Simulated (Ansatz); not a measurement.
CH$_{8}$BGeN, relaxed with RKS PBE0-D4/def2-TZVP in Ansatz from a PBE-D4/def2-SVP geometry. The force threshold is 0.005 eV/Å; the program also tests the step.

Total charge 0; spin multiplicity 1. The bonds changed during the relaxation, so this is another structure than the one it started from.

Start:

```xyz
12

B    -0.149   -0.838   -0.748
C     1.006   -0.435    0.166
N     1.900    0.527   -0.069
Ge   -1.590    0.290    0.361
H    -0.579   -1.973   -0.578
H    -0.153   -0.353   -1.878
H     1.137   -0.900    1.163
H     2.555    0.868    0.637
H     1.878    1.025   -0.963
H    -2.987    0.053   -0.286
H    -1.305    1.827    0.325
H    -1.712   -0.092    1.869
```

By how much does the energy fall, and how many steps does the optimiser take? (Estimate.)

Computed: 0.04 eV, in 7 steps.

Which bonds change most? (Best estimate.)

Ansatz gave: B1–H5 from 1.226 to 1.205 Å; B1–H6 from 1.229 to 1.208 Å; C2–H7 from 1.108 to 1.091 Å; N3–H9 from 1.024 to 1.008 Å.

Give the relaxed structure. (Best estimate.)

Ansatz gave: 
```xyz
12

B    -0.148   -0.838   -0.751
C     0.990   -0.432    0.160
N     1.870    0.527   -0.066
Ge   -1.568    0.293    0.363
H    -0.563   -1.957   -0.581
H    -0.145   -0.363   -1.862
H     1.111   -0.889    1.143
H     2.503    0.863    0.639
H     1.856    1.013   -0.948
H    -2.950    0.055   -0.275
H    -1.276    1.814    0.320
H    -1.680   -0.087    1.858
```
